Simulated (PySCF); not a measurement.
PySCF job for (3S)-3-methyloxolane (C5H10O), SMILES O1CC[C@H](C)C1, PBE-D3(BJ)/def2-SVP. Geometry optimised at PBE-D3(BJ)/def2-SVP. Other conformers were not sampled.

```python
import numpy as np
from pyscf import gto, scf, dft, df
from pyscf.hessian import thermo

mol = gto.M(
    atom='''
    C    -2.08804230    0.64845755    0.18397196
    C    -0.63726545    0.46941977   -0.24902051
    C     0.42039290    0.75536507    0.82989850
    C     1.65215824    0.04571033    0.26103078
    O     1.16248071   -1.06607501   -0.49445691
    C    -0.25147111   -0.96760596   -0.63279727
    H    -2.30010844    1.69963720    0.46542422
    H    -2.79215249    0.37297032   -0.62783228
    H    -2.32107399    0.01065872    1.06277096
    H    -0.43001112    1.12884426   -1.12206197
    H     0.10604050    0.29005165    1.78953899
    H     0.58296082    1.83597064    1.01456898
    H     2.34651395   -0.32130396    1.04816661
    H     2.23382835    0.72781116   -0.40554928
    H    -0.53598085   -1.22947343   -1.67532639
    H    -0.76449597   -1.69464687    0.04745448
    ''',
    basis='def2-SVP',
    charge=0,
    spin=0,
    max_memory=1600,
    verbose=3,
)
mf = dft.RKS(mol, xc='pbe').density_fit(auxbasis='def2-universal-jkfit')
mf.disp = 'd3bj'
mf.grids.level = 3
mf.conv_tol = 1e-11
mf.max_cycle = 100
mf.kernel()

# [left out here: the lines that compute and print the analytic Hessian (its translational invariance restored by hand, since the grid's response is missing), thermochemistry and intensities]
```

Output:

```
converged SCF energy = -271.222030996997

WARN: DFTD3 does not support analytical Hessian, using finite difference


WARN: Mole.unit (angstrom) is changed to Bohr

Mode                                 0                   1                   2
Irrep
Freq [cm^-1]                       78.6878            181.8823            231.4390
Reduced mass [au]                   2.5027              2.0604              1.0516
Force const [Dyne/A]                0.0091              0.0402              0.0332
Char temp [K]                     113.2143            261.6881            332.9892
Normal mode                   x     y     z       x     y     z       x     y     z
       0   C                -0.00  0.02 -0.02   -0.01  0.07 -0.08    0.00  0.01  0.02
       1   C                -0.01 -0.02 -0.01    0.01 -0.04  0.05   -0.01 -0.02 -0.02
       2   C                -0.01  0.01 -0.01   -0.01 -0.09  0.07   -0.01  0.02 -0.03
       3   C                 0.00 -0.05  0.07    0.00  0.06 -0.08   -0.00  0.01  0.00
       4   O                 0.02  0.08 -0.14    0.02  0.02 -0.02    0.01 -0.00  0.01
       5   C                -0.00 -0.04  0.09   -0.00 -0.04  0.07    0.01 -0.02  0.01
       6   H                 0.01  0.04 -0.07    0.05  0.09 -0.10    0.19 -0.09  0.54
       7   H                -0.01 -0.01 -0.00    0.04  0.14 -0.15   -0.02  0.55 -0.14
       8   H                -0.02  0.07  0.02   -0.16  0.09 -0.10   -0.13 -0.39 -0.31
       9   H                 0.01 -0.08 -0.05    0.10 -0.06  0.05   -0.02 -0.03 -0.03
      10   H                -0.05  0.09  0.01    0.05 -0.24  0.02   -0.01  0.06 -0.01
      11   H                 0.02  0.02 -0.07   -0.08 -0.10  0.21   -0.02  0.03 -0.08
      12   H                -0.15 -0.18  0.15    0.15  0.13 -0.18   -0.02  0.02  0.02
      13   H                 0.17 -0.06  0.22   -0.18  0.15 -0.15    0.01 -0.01  0.00
      14   H                -0.13 -0.18  0.16   -0.07 -0.09  0.11    0.01 -0.07  0.02
      15   H                 0.13  0.02  0.25    0.07 -0.03  0.14    0.02 -0.01  0.04
Mode                                 3                   4                   5
Irrep
Freq [cm^-1]                      295.9810            423.4299            540.9934
Reduced mass [au]                   2.2686              1.8344              3.0095
Force const [Dyne/A]                0.1171              0.1938              0.5189
Char temp [K]                     425.8507            609.2213            778.3691
Normal mode                   x     y     z       x     y     z       x     y     z
       0   C                -0.04 -0.10 -0.08    0.08 -0.04  0.01    0.14 -0.03 -0.02
       1   C                 0.03  0.07  0.06    0.04  0.08 -0.11    0.08 -0.06  0.03
       2   C                 0.08  0.04  0.03   -0.04 -0.05 -0.01   -0.03  0.05  0.06
       3   C                 0.03 -0.03 -0.03   -0.02  0.01  0.00   -0.09  0.03  0.01
       4   O                -0.05 -0.01 -0.01   -0.02  0.00  0.01   -0.07  0.03 -0.03
       5   C                -0.04  0.06  0.06   -0.02  0.04  0.05   -0.04 -0.04 -0.02
       6   H                -0.23 -0.16 -0.00   -0.01 -0.09  0.11    0.16 -0.03 -0.02
       7   H                 0.14 -0.11 -0.23   -0.00 -0.10  0.10    0.14 -0.03 -0.02
       8   H                -0.09 -0.24 -0.20    0.30 -0.12  0.01    0.15 -0.03 -0.02
       9   H                 0.03  0.07  0.06    0.05  0.08 -0.11    0.16 -0.09  0.02
      10   H                 0.11  0.08  0.06   -0.16 -0.26 -0.15   -0.03  0.21  0.14
      11   H                 0.15  0.04 -0.00   -0.07 -0.09  0.24   -0.04  0.09 -0.15
      12   H                 0.04 -0.06 -0.06   -0.00  0.03 -0.01   -0.01  0.01 -0.07
      13   H                 0.03 -0.06 -0.05   -0.05  0.03 -0.01   -0.17  0.07 -0.01
      14   H                -0.12  0.06  0.08   -0.08 -0.17  0.12   -0.06  0.07 -0.05
      15   H                -0.04  0.10  0.10   -0.03  0.21  0.23   -0.05 -0.10 -0.09
Mode                                 6                   7                   8
Irrep
Freq [cm^-1]                      660.7224            809.8992            857.0779
Reduced mass [au]                   3.1218              1.7794              1.9332
Force const [Dyne/A]                0.8030              0.6877              0.8367
Char temp [K]                     950.6325           1165.2647           1233.1443
Normal mode                   x     y     z       x     y     z       x     y     z
       0   C                -0.03  0.02  0.01    0.06 -0.01  0.02   -0.04  0.05 -0.00
       1   C                 0.00  0.07  0.01    0.02  0.01  0.09    0.02  0.06 -0.02
       2   C                -0.06  0.04  0.05   -0.07  0.05 -0.07    0.04  0.10  0.05
       3   C                -0.09 -0.04 -0.01   -0.04  0.03 -0.04   -0.01  0.03  0.01
       4   O                 0.09 -0.11 -0.06    0.03 -0.07 -0.03   -0.00 -0.02 -0.03
       5   C                 0.08  0.02  0.00    0.01  0.02  0.04   -0.01 -0.14 -0.01
[...]
Mode                                33                  34                  35
Irrep
Freq [cm^-1]                     2912.4754           2957.9836           2964.5233
Reduced mass [au]                   1.0714              1.0826              1.0380
Force const [Dyne/A]                5.3545              5.5808              5.3745
Char temp [K]                    4190.4037           4255.8798           4265.2889
Normal mode                   x     y     z       x     y     z       x     y     z
       0   C                 0.00 -0.00 -0.00    0.00  0.01 -0.01    0.05  0.00 -0.02
       1   C                -0.00 -0.00  0.00   -0.01 -0.04  0.06   -0.00  0.00 -0.00
       2   C                -0.00 -0.00  0.00    0.01  0.01 -0.02   -0.00  0.00  0.01
       3   C                 0.05  0.04 -0.03    0.00 -0.00  0.00   -0.00  0.00 -0.00
       4   O                 0.00  0.00  0.00   -0.00 -0.00 -0.00    0.00 -0.00  0.00
       5   C                -0.01 -0.01  0.01   -0.01 -0.01 -0.01    0.00  0.00 -0.00
       6   H                -0.00  0.00  0.00   -0.00  0.01  0.00   -0.08  0.48  0.12
       7   H                -0.00 -0.00 -0.00   -0.01 -0.00 -0.01   -0.33 -0.14 -0.40
       8   H                -0.00 -0.00  0.00   -0.03 -0.08  0.10   -0.12 -0.36  0.49
       9   H                 0.00  0.00 -0.00    0.16  0.52 -0.69   -0.01 -0.04  0.05
      10   H                 0.01  0.02 -0.04   -0.08 -0.11  0.23    0.04  0.06 -0.11
      11   H                 0.01  0.03  0.01    0.01  0.05  0.00   -0.01 -0.06 -0.01
      12   H                -0.13  0.09 -0.18   -0.02  0.01 -0.03    0.02 -0.01  0.02
      13   H                -0.46 -0.56  0.57    0.00 -0.00 -0.00    0.00  0.00 -0.00
      14   H                -0.00 -0.01 -0.01    0.05  0.04  0.19    0.00 -0.00 -0.00
      15   H                 0.06  0.08 -0.07    0.01  0.02 -0.02   -0.01 -0.02  0.01
Mode                                36                  37                  38
Irrep
Freq [cm^-1]                     2973.8914           2990.2359           2991.2192
Reduced mass [au]                   1.0718              1.0918              1.0947
Force const [Dyne/A]                5.5850              5.7517              5.7707
Char temp [K]                    4278.7676           4302.2836           4303.6985
Normal mode                   x     y     z       x     y     z       x     y     z
       0   C                -0.01  0.00  0.00    0.00 -0.00  0.00    0.00 -0.00  0.00
       1   C                -0.00 -0.01  0.02    0.00  0.00 -0.00    0.00  0.01 -0.01
       2   C                -0.01  0.00  0.06    0.01 -0.01 -0.03    0.00 -0.00 -0.01
       3   C                -0.02  0.02 -0.03   -0.03  0.04 -0.06   -0.00  0.01 -0.01
       4   O                -0.00 -0.00  0.00   -0.00 -0.00  0.00   -0.00 -0.00  0.00
       5   C                -0.00 -0.00 -0.01    0.00  0.00  0.01   -0.01 -0.01 -0.08
       6   H                 0.01 -0.07 -0.02   -0.00  0.02  0.00   -0.00  0.02  0.01
       7   H                 0.05  0.02  0.06   -0.02 -0.01 -0.02   -0.01 -0.01 -0.02
       8   H                 0.01  0.03 -0.04   -0.00 -0.01  0.01    0.01  0.03 -0.03
       9   H                 0.04  0.14 -0.18   -0.01 -0.03  0.04   -0.04 -0.13  0.18
      10   H                 0.20  0.32 -0.63   -0.10 -0.15  0.30   -0.02 -0.04  0.08
      11   H                -0.05 -0.34 -0.04    0.03  0.21  0.03    0.01  0.10  0.01
      12   H                 0.26 -0.14  0.30    0.50 -0.28  0.58    0.04 -0.03  0.05
      13   H                -0.04 -0.04  0.04   -0.12 -0.12  0.12   -0.03 -0.03  0.03
      14   H                 0.03  0.03  0.12   -0.04 -0.03 -0.14    0.21  0.21  0.84
      15   H                 0.00  0.00 -0.01   -0.00 -0.00  0.01   -0.08 -0.12  0.09
Mode                                39                  40                  41
Irrep
Freq [cm^-1]                     3048.0478           3051.3805           3058.6578
Reduced mass [au]                   1.1029              1.1024              1.1030
Force const [Dyne/A]                6.0374              6.0477              6.0800
Char temp [K]                    4385.4621           4390.2572           4400.7276
Normal mode                   x     y     z       x     y     z       x     y     z
       0   C                 0.01 -0.02  0.04   -0.02  0.03 -0.07   -0.02 -0.08 -0.03
       1   C                -0.00  0.00 -0.00    0.00  0.01 -0.01   -0.00 -0.00  0.00
       2   C                 0.02  0.07 -0.01    0.01  0.04 -0.01   -0.00 -0.00  0.00
       3   C                 0.00  0.00 -0.00    0.00  0.00 -0.00   -0.00 -0.00  0.00
       4   O                 0.00 -0.00 -0.00   -0.00 -0.00  0.00    0.00  0.00  0.00
       5   C                -0.00 -0.00 -0.00   -0.00 -0.00 -0.00   -0.00  0.00  0.00
       6   H                -0.02  0.13  0.04    0.03 -0.16 -0.06   -0.15  0.74  0.19
       7   H                -0.19 -0.08 -0.22    0.34  0.14  0.39    0.31  0.11  0.37
       8   H                 0.07  0.21 -0.29   -0.12 -0.34  0.46    0.04  0.10 -0.16
       9   H                -0.00 -0.01  0.01   -0.02 -0.07  0.10    0.01  0.02 -0.02
      10   H                -0.09 -0.14  0.29   -0.06 -0.09  0.19    0.00  0.00 -0.01
      11   H                -0.11 -0.72 -0.12   -0.06 -0.42 -0.07    0.01  0.03  0.01
      12   H                 0.02 -0.01  0.02    0.01 -0.01  0.01   -0.00  0.00  0.00
      13   H                -0.03 -0.03  0.03   -0.02 -0.02  0.02    0.00  0.00 -0.00
      14   H                 0.00  0.00  0.01    0.01  0.01  0.03   -0.00 -0.00 -0.01
      15   H                 0.00  0.00 -0.00   -0.01 -0.01  0.01    0.00  0.01 -0.00
temperature 298.1500 [K]
pressure 101325.00 [Pa]
Rotational constants [GHz] 6.69966 3.01324 2.28627
Symmetry number 1
Zero-point energy (ZPE) 0.14030 [Eh]   368354.372 [J/mol]
                           tot       elec      trans        rot        vib
Entropy [J/mol/K]       328.660      0.000    164.318    110.232     54.109
Cv [J/mol/K]             97.548      0.000     12.472     12.472     72.605
Cp [J/mol/K]            105.863      0.000     20.786     12.472     72.605
Internal energy [J/mol]                      3718.434   3718.434 377657.426
Internal energy [Eh]   -271.07536  -271.22203
Enthalpy [J/mol]                             6197.391   3718.434 377657.426
Enthalpy [Eh]          -271.07441
Gibbs free energy [J/mol]                  -42794.163 -29147.142 361524.687
Gibbs free energy [Eh] -271.11173
mode   freq/cm-1   IR/(km/mol)
   1       78.69         3.386
   2      181.88         0.172
   3      231.44         0.014
   4      295.98         0.549
   5      423.43         0.276
   6      540.99         1.527
   7      660.72         3.839
   8      809.90         4.184
   9      857.08         2.392
  10      896.93        13.459
  11      915.97         7.662
  12      928.08         0.660
  13      945.46         1.899
  14      977.11        13.816
  15     1070.76        66.813
  16     1106.45        53.852
  17     1125.50         2.118
  18     1135.47         6.101
  19     1151.53        10.518
  20     1190.24         4.067
  21     1217.53         2.540
  22     1246.53         0.953
  23     1274.91         0.889
  24     1300.41         2.415
  25     1325.52         3.855
  26     1348.24         4.749
  27     1359.74         0.050
  28     1412.38         3.746
  29     1418.02         4.100
  30     1421.84         7.323
  31     1445.84         2.806
  32     1459.37         0.607
  33     2881.68        93.128
  34     2912.48        62.626
  35     2957.98        10.433
  36     2964.52        21.467
  37     2973.89        20.952
  38     2990.24        43.574
  39     2991.22        60.343
  40     3048.05        11.030
  41     3051.38        34.012
  42     3058.66        18.009
max |gradient| / (hartree/bohr): 6.174042491679549e-05
APT charges: [ 0.0641  0.0641  0.0091  0.4833 -0.6587  0.472  -0.0134 -0.017  -0.0131
 -0.0575 -0.0301 -0.0096 -0.0605 -0.0884 -0.0543 -0.09  ]
```

Self-consistency was reached.
